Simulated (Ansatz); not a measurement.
Program: Ansatz. Geometries: PBE0-D4/def2-TZVP. ΔE: electronic, gas phase. CBS: MP2 limit from def2 TZ/QZ plus the TZ coupled-cluster correction, frozen cores. This one scheme is used for every species. DFT in def2-TZVPP. B3LYP here is the variant with VWN-RPA as its local correlation; programs differ in this. For Ge, Se outer-core shells are correlated without core-valence functions, which leaves a few kJ/mol of doubt a bond. Scalar relativity is left out up to krypton. Each species was taken in one conformer, which may not be the lowest.

Reaction (ligand exchange at a Ge–F bond): `[CH3][Ge]([CH3])([F])[Cl]` + H₂Se → `[CH3][Ge]([CH3])([Cl])[SeH]` + H–F

```json
{"level": "PBE-D4", "ΔE (kJ/mol)": "5.2", "difference from CCSD(T)/CBS": "0.8"}
{"level": "r2SCAN-D4", "ΔE (kJ/mol)": "15.7", "difference from CCSD(T)/CBS": "11.3"}
{"level": "PBE0-D4", "ΔE (kJ/mol)": "3.0", "difference from CCSD(T)/CBS": "-1.4"}
{"level": "B3LYP-D4", "ΔE (kJ/mol)": "12.2", "difference from CCSD(T)/CBS": "7.8"}
{"level": "ωB97X-V", "ΔE (kJ/mol)": "19.6", "difference from CCSD(T)/CBS": "15.2"}
{"level": "ωB97M-V", "ΔE (kJ/mol)": "15.2", "difference from CCSD(T)/CBS": "10.8"}
{"level": "B2PLYP", "ΔE (kJ/mol)": "17.8", "difference from CCSD(T)/CBS": "13.4"}
{"level": "PBE", "ΔE (kJ/mol)": "12.7", "difference from CCSD(T)/CBS": "8.3"}
{"level": "r2SCAN", "ΔE (kJ/mol)": "17.6", "difference from CCSD(T)/CBS": "13.2"}
{"level": "PBE0", "ΔE (kJ/mol)": "9.8", "difference from CCSD(T)/CBS": "5.4"}
{"level": "B3LYP", "ΔE (kJ/mol)": "24.4", "difference from CCSD(T)/CBS": "20.0"}
{"level": "HF/def2-TZVPP", "ΔE (kJ/mol)": "32.2", "difference from CCSD(T)/CBS": "27.8"}
{"level": "MP2/def2-TZVPP", "ΔE (kJ/mol)": "-0.8", "difference from CCSD(T)/CBS": "-5.2"}
{"level": "SCS-MP2/def2-TZVPP", "ΔE (kJ/mol)": "9.7", "difference from CCSD(T)/CBS": "5.3"}
{"level": "CCSD/def2-TZVPP", "ΔE (kJ/mol)": "12.5", "difference from CCSD(T)/CBS": "8.1"}
{"level": "CCSD(T)/def2-TZVPP", "ΔE (kJ/mol)": "9.2", "difference from CCSD(T)/CBS": "4.8"}
{"level": "HF/def2-QZVPP", "ΔE (kJ/mol)": "34.8", "difference from CCSD(T)/CBS": "30.4"}
{"level": "MP2/def2-QZVPP", "ΔE (kJ/mol)": "-2.7", "difference from CCSD(T)/CBS": "-7.1"}
{"level": "SCS-MP2/def2-QZVPP", "ΔE (kJ/mol)": "8.5", "difference from CCSD(T)/CBS": "4.1"}
{"level": "HF/CBS(def2)", "ΔE (kJ/mol)": "35.2", "difference from CCSD(T)/CBS": "30.8"}
{"level": "MP2/CBS(def2)", "ΔE (kJ/mol)": "-5.6", "difference from CCSD(T)/CBS": "-10.0"}
{"level": "CCSD/CBS(def2)", "ΔE (kJ/mol)": "7.7", "difference from CCSD(T)/CBS": "3.3"}
{"level": "CCSD(T)/CBS", "ΔE (kJ/mol)": "4.4", "difference from CCSD(T)/CBS": "0"}
```

Largest T1 diagnostic among the species: 0.010.

In def2-TZVPP, CCSD(T) changes the Hartree–Fock value by −23.1 kJ/mol (the triples alone add −3.3 kJ/mol) and MP2 by −33.1 kJ/mol. The D4 term adds −12.2 kJ/mol with B3LYP and −6.8 kJ/mol with PBE0; it sums over pairs of atoms, weighted by their polarisabilities, and B3LYP, whose exchange is more repulsive, gets the larger term.
